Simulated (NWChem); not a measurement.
System: C3H7NSi; SMILES C=C=C[SiH2]N

Here is an NWChem input.

```
start job
memory heap 200 mb stack 900 mb global 1100 mb
geometry units angstroms
  C      2.536918    -0.428223    -0.398946
  C      1.552217     0.277110     0.062547
  C      0.513376     0.920583     0.491773
  Si    -1.267251     0.313271     0.254301
  N     -1.438764    -1.184493    -0.582329
  H      3.027195    -1.180047     0.200921
  H      2.931014    -0.274457    -1.389467
  H      0.654739     1.856327     1.016593
  H     -1.991703     1.300335    -0.549131
  H     -1.863269     0.091078     1.574556
  H     -1.191783    -1.209492    -1.562508
  H     -1.105626    -2.020701    -0.137870
end
basis spherical
  * library def2-svp
end
dft
  xc pbe0
  iterations 150
end
driver
  maxiter 120
end
task dft optimize
```

Parts of the log:

```
             Northwest Computational Chemistry Package (NWChem) 7.3.0
             --------------------------------------------------------

 C1  symmetry detected

                             Geometry "geometry" -> ""
                             -------------------------

 Output coordinates in angstroms (scale by  1.889725989 to convert to a.u.)

  No.       Tag          Charge          X              Y              Z
 ---- ---------------- ---------- -------------- -------------- --------------
    1 C                    6.0000    -0.60657831    -2.52209213    -0.00073167
    2 C                    6.0000     0.25610674    -1.55468334     0.00037747
    3 C                    6.0000     1.05027404    -0.53156022     0.00105218
    4 Si                  14.0000     0.44423359     1.26526065    -0.00070050
    5 N                    7.0000    -1.26712411     1.47481873     0.00122474
    6 H                    1.0000    -0.97430684    -2.95625378     0.91672714
    7 H                    1.0000    -0.97109280    -2.95753649    -0.91593924
    8 H                    1.0000     2.11976234    -0.69656048     0.00351443
    9 H                    1.0000     0.92095284     1.91534432    -1.22330387
   10 H                    1.0000     0.91666206     1.91705613     1.22390329
   11 H                    1.0000    -1.77865771     1.19471762    -0.82476084
   12 H                    1.0000    -1.78153631     1.19586665     0.81690505

 Effective nuclear repulsion energy (a.u.)     202.0567685835

                                Z-matrix (autoz)
                                --------

 Units are Angstrom for bonds and degrees for angles

      Type          Name      I     J     K     L     M      Value
      ----------- --------  ----- ----- ----- ----- ----- ----------
    1 Stretch                  1     2                       1.29619
    2 Stretch                  1     6                       1.07956
    3 Stretch                  1     7                       1.07707
    4 Stretch                  2     3                       1.29518
    5 Stretch                  3     4                       1.89627
    6 Stretch                  3     8                       1.08214
    7 Stretch                  4     5                       1.72414
    8 Stretch                  4     9                       1.46446
    9 Stretch                  4    10                       1.46550
   10 Stretch                  5    11                       1.01113
   11 Stretch                  5    12                       1.00388
   12 Bend                     1     3     4               121.58860
   13 Bend                     1     3     8               121.00245
   14 Bend                     2     1     6               121.74466
   15 Bend                     2     1     7               121.85075
   16 Bend                     2     3     4               123.54219
   17 Bend                     2     3     8               119.04885
   18 Bend                     3     1     6               121.76446
   19 Bend                     3     1     7               121.85844
   20 Bend                     3     4     5               115.61957
   21 Bend                     3     4     9               108.50344
   22 Bend                     3     4    10               108.51997
   23 Bend                     4     3     8               117.40894
   24 Bend                     4     5    11               117.87680
   25 Bend                     4     5    12               118.40883
   26 Bend                     5     4     9               105.66969
   27 Bend                     5     4    10               105.36615
   28 Bend                     6     1     7               116.37595
   29 Bend                     9     4    10               113.28157
   30 Bend                    11     5    12               109.11942
   31 Torsion                  2     3     4     5           0.16727
   32 Torsion                  2     3     4     9        -118.28023
   33 Torsion                  2     3     4    10         118.23839
   34 Torsion                  3     4     5    11         -67.71706
   35 Torsion                  3     4     5    12          67.30494
   36 Torsion                  4     3     1     6         -89.78193
   37 Torsion                  4     3     1     7          89.81415
   38 Torsion                  1     2     4     3        -179.97791
   39 Torsion                  5     4     3     8        -179.78426
   40 Torsion                  6     1     3     8          90.17613
   41 Torsion                  1     6     2     3         171.19242
   42 Torsion                  7     1     3     8         -90.22779
   43 Torsion                  1     7     2     3        -171.17325
   44 Torsion                  1     2     8     3         179.97442
   45 Torsion                  8     3     4     9          61.76824
   46 Torsion                  8     3     4    10         -61.71314
   47 Torsion                  9     4     5    11          52.28756
   48 Torsion                  9     4     5    12        -172.69044
   49 Torsion                 10     4     5    11         172.47392
   50 Torsion                 10     4     5    12         -52.50408

                           NWChem Geometry Optimization
                           ----------------------------

 maximum gradient threshold         (gmax) =   0.000450
 rms gradient threshold             (grms) =   0.000300
 maximum cartesian step threshold   (xmax) =   0.001800
 rms cartesian step threshold       (xrms) =   0.001200
 fixed trust radius                (trust) =   0.300000
 source of zmatrix                         =   autoz

          -------------------
          Energy Minimization
          -------------------

 Using diagonal initial Hessian
 Scaling for Hessian diagonals: bonds = 1.00  angles = 0.25  torsions = 0.10

          --------
          Step   0

                                 NWChem DFT Module
                                 -----------------

 Summary of "ao basis" -> "ao basis" (spherical)
 ------------------------------------------------------------------------------
       Tag                 Description            Shells   Functions and Types
 ---------------- ------------------------------  ------  ---------------------
 C                          def2-svp                 6       14   3s2p1d
 Si                         def2-svp                 8       18   4s3p1d
 N                          def2-svp                 6       14   3s2p1d
 H                          def2-svp                 3        5   2s1p

            General Information
            -------------------
          SCF calculation type: DFT
          Wavefunction type:  closed shell.
          No. of atoms     :    12
          No. of electrons :    46
           Alpha electrons :    23
            Beta electrons :    23
          Charge           :     0
          Spin multiplicity:     1
          Use of symmetry is: off; symmetry adaption is: off
          Maximum number of iterations: 150
          AO basis - number of functions:   109
                     number of shells:    53
          Convergence on energy requested:  1.00D-06
          Convergence on density requested:  1.00D-05
          Convergence on gradient requested:  5.00D-04

              XC Information
              --------------
                         PBE0 Method XC Functional
                     Hartree-Fock (Exact) Exchange  0.250
          PerdewBurkeErnzerhof Exchange Functional  0.750
            Perdew 1991 LDA Correlation Functional  1.000 local
           PerdewBurkeErnz. Correlation Functional  1.000 non-local

             Grid Information
             ----------------
          Grid used for XC integration:  medium
          Radial quadrature: Mura-Knowles
          Angular quadrature: Lebedev.
          Tag              B.-S. Rad. Rad. Pts. Rad. Cut. Ang. Pts.
          ---              ---------- --------- --------- ---------
          C                   0.70       49          12.0       434
          Si                  1.10       88          11.0       590
          N                   0.65       49          11.0       434
          H                   0.35       45          13.0       434
          Grid pruning is: on
          Number of quadrature shells:   599
          Spatial weights used:  Erf1

      Superposition of Atomic Density Guess
      -------------------------------------

 Sum of atomic energies:        -459.35211057

      Non-variational initial energy
      ------------------------------

 Total energy =    -462.207353
 1-e energy   =   -1029.418784
 2-e energy   =     365.154662
 HOMO         =      -0.294353
 LUMO         =       0.007655

   convergence    iter        energy       DeltaE   RMS-Dens  Diis-err
 ---------------- ----- ----------------- --------- --------- ---------
 d= 0,ls=0.0,diis     1   -462.1325978784 -6.64D+02  8.80D-03  4.30D-01
 d= 0,ls=0.0,diis     2   -462.1540502651 -2.15D-02  4.56D-03  2.73D-01
 d= 0,ls=0.0,diis     3   -462.1806019206 -2.66D-02  1.41D-03  4.15D-02
 d= 0,ls=0.0,diis     4   -462.1850668978 -4.46D-03  3.45D-04  1.73D-03
 d= 0,ls=0.0,diis     5   -462.1852648003 -1.98D-04  1.34D-04  2.85D-04
  Resetting Diis
 d= 0,ls=0.0,diis     6   -462.1853036999 -3.89D-05  3.42D-05  1.48D-05
 d= 0,ls=0.0,diis     7   -462.1853059533 -2.25D-06  1.25D-05  6.52D-07
 d= 0,ls=0.0,diis     8   -462.1853058947  5.86D-08  7.63D-06  1.06D-06

[...]

      ----------------------
      Optimization converged
      ----------------------

  Step       Energy      Delta E   Gmax     Grms     Xrms     Xmax
  ---- ---------------- -------- -------- -------- -------- --------
@    6    -462.18796216 -1.4D-06  0.00012  0.00004  0.00063  0.00172
                                     ok       ok       ok       ok

                                Z-matrix (autoz)
                                --------

 Units are Angstrom for bonds and degrees for angles

      Type          Name      I     J     K     L     M      Value     Gradient
      ----------- --------  ----- ----- ----- ----- ----- ---------- ----------
    1 Stretch                  1     2                       1.31021   -0.00008
    2 Stretch                  1     6                       1.09498    0.00006
    3 Stretch                  1     7                       1.09500    0.00007
    4 Stretch                  2     3                       1.30918   -0.00008
    5 Stretch                  3     4                       1.88392    0.00001
    6 Stretch                  3     8                       1.10020    0.00010
    7 Stretch                  4     5                       1.72874   -0.00012
    8 Stretch                  4     9                       1.49483   -0.00004
    9 Stretch                  4    10                       1.49481   -0.00005
   10 Stretch                  5    11                       1.01480    0.00001
   11 Stretch                  5    12                       1.01485    0.00004
   12 Bend                     1     3     4               120.47249    0.00003
   13 Bend                     1     3     8               119.61944   -0.00001
   14 Bend                     2     1     6               121.13783   -0.00001
   15 Bend                     2     1     7               121.14349   -0.00001
   16 Bend                     2     3     4               121.62296    0.00003
   17 Bend                     2     3     8               118.46897   -0.00001
   18 Bend                     3     1     6               121.14172   -0.00001
   19 Bend                     3     1     7               121.14991   -0.00001
   20 Bend                     3     4     5               115.10281   -0.00000
   21 Bend                     3     4     9               107.97218    0.00001
   22 Bend                     3     4    10               107.95607    0.00001
   23 Bend                     4     3     8               119.90807   -0.00002
   24 Bend                     4     5    11               118.30853   -0.00003
   25 Bend                     4     5    12               118.31785   -0.00004
   26 Bend                     5     4     9               108.20097    0.00001
   27 Bend                     5     4    10               108.22569    0.00001
   28 Bend                     6     1     7               117.70813    0.00002
   29 Bend                     9     4    10               109.28321   -0.00003
   30 Bend                    11     5    12               109.72827    0.00000
   31 Torsion                  2     3     4     5           0.04544    0.00000
   32 Torsion                  2     3     4     9        -120.92499   -0.00001
   33 Torsion                  2     3     4    10         121.03571    0.00001
   34 Torsion                  3     4     5    11         -68.39437    0.00005
   35 Torsion                  3     4     5    12          68.13909   -0.00005
   36 Torsion                  4     3     1     6         -89.90451    0.00000
   37 Torsion                  4     3     1     7          89.91512   -0.00000
   38 Torsion                  1     2     4     3         179.99611    0.00000
   39 Torsion                  5     4     3     8        -179.94506    0.00000
   40 Torsion                  6     1     3     8          90.08465    0.00000
   41 Torsion                  1     6     2     3         174.85998   -0.00000
   42 Torsion                  7     1     3     8         -90.09572   -0.00000
   43 Torsion                  1     7     2     3        -174.85877    0.00000
   44 Torsion                  1     2     8     3        -179.99367   -0.00000
   45 Torsion                  8     3     4     9          59.08452   -0.00001
   46 Torsion                  8     3     4    10         -58.95478    0.00001
   47 Torsion                  9     4     5    11          52.45125    0.00006
   48 Torsion                  9     4     5    12        -171.01529   -0.00003
   49 Torsion                 10     4     5    11         170.76242    0.00003
   50 Torsion                 10     4     5    12         -52.70412   -0.00006

                         Geometry "geometry" -> "geometry"
                         ---------------------------------

 Output coordinates in angstroms (scale by  1.889725989 to convert to a.u.)

  No.       Tag          Charge          X              Y              Z
 ---- ---------------- ---------- -------------- -------------- --------------
    1 C                    6.0000    -0.62300874    -2.51458267     0.00004821
    2 C                    6.0000     0.23966476    -1.52845609     0.00102350
    3 C                    6.0000     1.06141987    -0.50930568     0.00196319
    4 Si                  14.0000     0.43264079     1.26658346    -0.00005440
    5 N                    7.0000    -1.28783367     1.43544489    -0.00195036
    6 H                    1.0000    -0.99007118    -2.94669700     0.93681581
    7 H                    1.0000    -0.98674583    -2.94788295    -0.93748131
    8 H                    1.0000     2.14350148    -0.70811509     0.00414174
    9 H                    1.0000     0.96968883     1.94464191    -1.21920241
   10 H                    1.0000     0.96777540     1.94630503     1.21898864
   11 H                    1.0000    -1.79805379     1.15440417    -0.83292493
   12 H                    1.0000    -1.80028239     1.15203766     0.82690049

 Effective nuclear repulsion energy (a.u.)     201.4949562126

                Final and change from initial internal coordinates
                --------------------------------------------------

                                Z-matrix (autoz)
                                --------

 Units are Angstrom for bonds and degrees for angles

[...]
```

Level: PBE0/def2-SVP. No frequency run checked for a minimum.
